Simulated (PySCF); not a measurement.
3-bromobuta-1,2-diene (C₄H₅Br), SMILES C=C=C(C)Br. Geometry: PBE-D3(BJ)/def2-SVP.

Computed equilibrium geometry at PBE-D3(BJ)/def2-SVP (PySCF confirms it by a frequency run) as Cartesian coordinates in Å, and its point group:
point group Cs.
```xyz
10

C     -0.9493     2.7426     0.0000
C     -0.2189     1.6461     0.0000
C      0.5247     0.5598     0.0000
C      2.0225     0.4831     0.0000
Br    -0.3704    -1.1545     0.0000
H     -1.2714     3.2220    -0.9418
H     -1.2714     3.2220     0.9418
H      2.3869    -0.0635    -0.8942
H      2.3869    -0.0635     0.8942
H      2.4583     1.5010     0.0000
```
Charge 0, spin multiplicity 1.
